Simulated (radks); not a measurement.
The numbers below are computed, except where a source is named.
Problem. Radial electron density D(r) = 4 pi r^2 rho(r) of an atom or ion with 4 electrons. Level of theory: Dirac Kohn-Sham, PBE, spin-unpolarised, spherical densities, finite nucleus; Fermi nuclear charge, rms radius of each element as measured or else 0.836 A^(1/3) + 0.57 fm (a radial shooting solver on a logarithmic mesh with Libxc functionals).

```
   r/bohr * D(r) (the largest magnitude, 68, reaches the edge; | marks zero)
 0.001611 |    *
 0.001802 |     *
 0.001999 |      *
 0.002218 |       *
 0.002461 |        *
 0.002731 |          *
  0.00303 |           *
 0.003362 |             *
 0.003731 |                *
  0.00414 |                  *
 0.004593 |                     *
 0.005097 |                        *
 0.005656 |                           *
 0.006326 |                               *
 0.007019 |                                   *
 0.007788 |                                      *
 0.008642 |                                          *
 0.009589 |                                             *
  0.01064 |                                                *
  0.01181 |                                                   *
   0.0131 |                                                     *
  0.01454 |                                                      *
  0.01613 |                                                      *
   0.0179 |                                                     *
  0.01986 |                                                   *
  0.02204 |                                               *
  0.02465 |                                          *
  0.02735 |                                     *
  0.03035 |                               *
  0.03367 |                          *
  0.03736 |                     *
  0.04146 |                *
    0.046 |             *
  0.05104 |          *
  0.05664 |         *
  0.06284 |         *
  0.06973 |         *
  0.07737 |          *
  0.08585 |          *
  0.09603 |          *
   0.1066 |          *
   0.1182 |         *
   0.1312 |        *
   0.1456 |       *
   0.1615 |      *
   0.1792 |     *
   0.1989 |    *
   0.2207 |   *
   0.2448 |  *
   0.2717 | *
   0.3015 |*
   0.3372 |*
   0.3741 *
   0.4151 *
   0.4606 *
   0.5111 *
   0.5672 *
   0.6293 *
```

What is the nuclear charge?

Solution. Z = 58. The innermost maximum, from 1s, lies near gamma/Z bohr with gamma = sqrt(1 - (Z/c)^2) = 0.906, here 0.0156 bohr (found: 0.0154), and its height grows with Z. The density is that of the cerium ion Ce54+ in [He] 2s1 3d1; the configuration itself is not fixed sharply by these data, and Z only to a few units. D(r) has 2 maxima, at r = 0.0154, 0.0915 bohr, and minima at 0.0618 bohr, inside which lie 2.12 electrons.
